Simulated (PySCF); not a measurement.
AlFHI. Atoms are numbered in the order given.

```xyz
4

Al     0.5289    -1.5355     0.0000
F     -0.7123    -2.6194     0.0000
H      1.9969    -2.0615     0.0000
I     -0.0465     0.8603     0.0000
```
Charge 0, spin multiplicity 1.

Geometry optimised at B3LYP-D3(BJ)/def2-TZVP. The def2 effective core potentials stand for the cores of I; spin–orbit coupling is left out.

Level of theory: TDA-CAM-B3LYP/def2-SVPD (PySCF).

Vertical excitations.  State labels are in the subgroup Cs.

**Question.** Estimate the UV-visible absorptions. (The exact figures need the calculation; the answer reports its results.)

**Answer.** 
```csv
state,symmetry,energy (eV),λ (nm),f,main pairs
S1,A",5.45,228,0.000,HOMO→LUMO 98 %
S2,A',5.91,210,0.035,"HOMO→LUMO+1 70 %, HOMO−1→LUMO 23 %"
S3,A',6.00,207,0.039,"HOMO−1→LUMO 66 %, HOMO→LUMO+1 23 %"
S4,A",6.06,205,0.047,HOMO−1→LUMO+1 92 %
S5,A",6.50,191,0.007,HOMO−2→LUMO 97 %
S6,A',7.35,169,0.033,"HOMO−2→LUMO+1 40 %, HOMO→LUMO+3 33 %, HOMO→LUMO+2 12 %"
S7,A',7.54,165,0.075,"HOMO→LUMO+2 54 %, HOMO→LUMO+3 24 %"
S8,A",7.56,164,0.009,"HOMO−1→LUMO+3 64 %, HOMO−1→LUMO+2 16 %"
S9,A",7.73,160,0.098,"HOMO−1→LUMO+2 59 %, HOMO−1→LUMO+3 19 %, HOMO−1→LUMO+8 11 %"
S10,A',7.95,156,0.295,"HOMO→LUMO+3 29 %, HOMO−2→LUMO+1 26 %, HOMO→LUMO+4 24 %, HOMO→LUMO+2 10 %"
T1,A",5.31,233,0,HOMO→LUMO 96 %
T2,A',5.32,233,0,HOMO−1→LUMO 95 %
T3,A',5.53,224,0,HOMO→LUMO+1 89 %
T4,A",5.65,219,0,HOMO−1→LUMO+1 83 %
```
Triplets are in the Tamm–Dancoff approximation.
